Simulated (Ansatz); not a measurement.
Relaxation of CH4AlFS (8 atoms, charge 0, multiplicity 1), to a largest force component of 0.02 eV/Å in at most 50 steps.

Theory: RKS B3LYP-D4/STO-3G in Ansatz 0.2.0.

```xyz
8
Properties=species:S:1:pos:R:3
F 0.889 -1.548 0.090
C -0.049 -0.508 -0.283
Al 0.701 1.269 0.169
S -1.535 -0.718 0.607
H -1.957 0.486 1.135
H -0.028 2.247 1.202
H 2.146 1.726 -0.462
H -1.805 -1.968 0.014
```

Q: Where does it end, and by what steps?

A: The run converged. The force dipped under the threshold on the way, but the program's further checks kept it going. Limits of this set-up: minimal basis. After 35 steps the energy has fallen by 3.730 eV; H8 moved furthest, 0.54 Å. Parted: C2–S4.

```tsv
step	energy less start (eV)	largest force component (eV/Å)	accepted
0	0.0000	4.829	yes
2	-2.6671	1.918	yes
4	-3.3317	1.922	yes
6	-3.6014	0.584	yes
8	-3.6545	0.623	no
10	-3.6820	0.140	yes
12	-3.6870	0.076	yes
14	-3.6591	1.410	no
16	-3.7061	0.733	yes
18	-3.7184	0.230	yes
20	-3.7234	0.077	yes
22	-3.7254	0.046	yes
24	-3.7272	0.036	yes
26	-3.7280	0.071	yes
28	-3.7288	0.051	yes
30	-3.7292	0.062	yes
32	-3.7295	0.018	yes
34	-3.7298	0.044	yes
35	-3.7299	0.020	yes
```

```xyz
8
Properties=species:S:1:pos:R:3
F 0.978 -1.590 -0.221
C 0.257 -0.435 -0.373
Al 0.901 1.227 0.339
S -1.463 -0.840 1.094
H -2.137 0.270 0.685
H -0.123 2.125 0.992
H 2.118 1.865 -0.281
H -2.169 -1.638 0.237
```

The run took 36 s on 1 thread of AMD EPYC 9R45 96-Core Processor (Zen 5) (shared host), peak memory 0.15 GiB.
